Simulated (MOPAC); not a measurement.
Job for MOPAC: PM3 on FIPb (SMILES [F][Pb][I]), a point of a bond scan (R = 3.400 Å).

```
PM3 1SCF PRECISE CHARGE=0 THREADS=1
FIPb

Pb     0.54632348 1    -0.46465695 1     0.74031944 1
F      1.67669223 1    -1.49135570 1    -0.64500339 1
I     -1.46523652 1     1.25951413 1    -1.39110911 1
```

The log:

```
*******************************************************************************
 **                                                                           **
 **                              MOPAC v23.2.5                                **
 **                                                                           **
 *******************************************************************************
 ** MOPAC's Digital Object Identifier: https://doi.org/10.5281/zenodo.6511958 **
 **                                                                           **
 ** Please cite the open-source release paper for use of this MOPAC version:  **
 ** J. E. Moussa and J. J. P. Stewart (2026)                                  **
 ** MOPAC: An open-source semiempirical molecular orbital program             **
 ** J. Open Source Softw., 11(119), 8025, https://doi.org/10.21105/joss.08025 **
 *******************************************************************************

                              PM3 CALCULATION RESULTS

 *******************************************************************************
 *  PM3        - The PM3 Hamiltonian to be used
 *
 *
 *
 *                 CHARGE ON SYSTEM = 0
 *
 *
 *
 *  PRECISE    - TIGHTER CRITERIA TO BE USED
 *  1SCF       - DO 1 SCF AND THEN STOP
 *  THREADS=1  - MULTI-THREADING NOT USED
 *  T=         - A TIME OF 172800.0 SECONDS REQUESTED
 *  DUMP=N     - RESTART FILE WRITTEN EVERY 7200.0 SECONDS REQUESTED
 *******************************************************************************
PM3 1SCF PRECISE CHARGE=0 THREADS=1
 FIPb

   ATOM   CHEMICAL          X               Y               Z
  NUMBER   SYMBOL      (ANGSTROMS)     (ANGSTROMS)     (ANGSTROMS)

     1      Pb          0.54632348  *  -0.46465695  *   0.74031944  *
     2       F          1.67669223  *  -1.49135570  *  -0.64500339  *
     3       I         -1.46523652  *   1.25951413  *  -1.39110911  *



          CARTESIAN COORDINATES

    NO.       ATOM           X           Y           Z

     1        Pb          0.5463     -0.4647      0.7403
     2         F          1.6767     -1.4914     -0.6450
     3         I         -1.4652      1.2595     -1.3911

  F: (PM3): J. J. P. STEWART, J. COMP. CHEM. 10, 209 (1989).
  I: (PM3): J. J. P. STEWART, J. COMP. CHEM. 10, 209 (1989).
 Pb: (PM3): J. J. P. STEWART, J. COMP. CHEM. 12, 320-341 (1991).

           Empirical Formula: Pb F I  =     3 atoms



      MOLECULAR POINT GROUP   :   Cs


      RHF CALCULATION, NO. OF DOUBLY OCCUPIED LEVELS = 9


 -------------------------------------------------------------------------------
 PM3 1SCF PRECISE CHARGE=0 THREADS=1
 FIPb



     1SCF WAS SPECIFIED, SO BFGS WAS NOT USED
     SCF FIELD WAS ACHIEVED


                              PM3 CALCULATION
                                                       MOPAC v23.2.5 Linux




          FINAL HEAT OF FORMATION =        -28.03379 KCAL/MOL =    -117.29338 KJ/MOL


          COSMO AREA              =        127.13 SQUARE ANGSTROMS
          COSMO VOLUME            =        116.06 CUBIC ANGSTROMS

          IONIZATION POTENTIAL    =          7.725506 EV
          HOMO LUMO ENERGIES (EV) =         -7.726 -3.107
          NO. OF FILLED LEVELS    =          9
          MOLECULAR WEIGHT        =        353.1029         POINT GROUP:  Cs

          MOLECULAR DIMENSIONS (Angstroms)

            Atom       Atom       Distance
            I     3    F     2     4.24213
            F     2   Pb     1     1.63250
            F     2    I     3     0.00000


          SCF CALCULATIONS        =          1





   ATOM   CHEMICAL          X               Y               Z
  NUMBER   SYMBOL      (ANGSTROMS)     (ANGSTROMS)     (ANGSTROMS)

     1      Pb          0.54632348  *  -0.46465695  *   0.74031944  *
     2       F          1.67669223  *  -1.49135570  *  -0.64500339  *
     3       I         -1.46523652  *   1.25951413  *  -1.39110911  *

                             CARTESIAN COORDINATES

   1   Pb        0.546323480    -0.464656950     0.740319440
   2    F        1.676692230    -1.491355700    -0.645003390
   3    I       -1.465236520     1.259514130    -1.391109110


           Empirical Formula: Pb F I  =     3 atoms



      MOLECULAR POINT GROUP   :   Cs


                  EIGENVALUES
 -18.95708 -15.93779 -14.94564 -14.82827 -12.85179 -12.49720 -12.47757 -11.73483
  -7.72551  -3.10676  -3.01743  -0.64186


              NET ATOMIC CHARGES AND DIPOLE CONTRIBUTIONS

  ATOM NO.   TYPE          CHARGE      No. of ELECS.   s-Pop       p-Pop
    1         Pb           0.918796        3.0812     1.95652     1.12468
    2          F          -0.410789        7.4108     1.72136     5.68943
    3          I          -0.508008        7.5080     1.55239     5.95562
 DIPOLE           X         Y         Z       TOTAL
 POINT-CHG.     2.678    -2.181     7.934     8.653
 HYBRID         0.262    -0.250    -0.847     0.921
 SUM            2.940    -2.431     7.088     8.049


          ATOMIC ORBITAL ELECTRON POPULATIONS

     Atom    s        px        py        pz
    1 Pb   1.95652   0.31800   0.26381   0.54287
    2  F   1.72136   1.89377   1.89834   1.89732
    3  I   1.55239   1.98376   1.98759   1.98427

 **********************
 *                    *
 * JOB ENDED NORMALLY *
 *                    *
 **********************




 == MOPAC DONE ==
```

The run finished.

Cost: about 0.04 core-seconds (a rough figure).
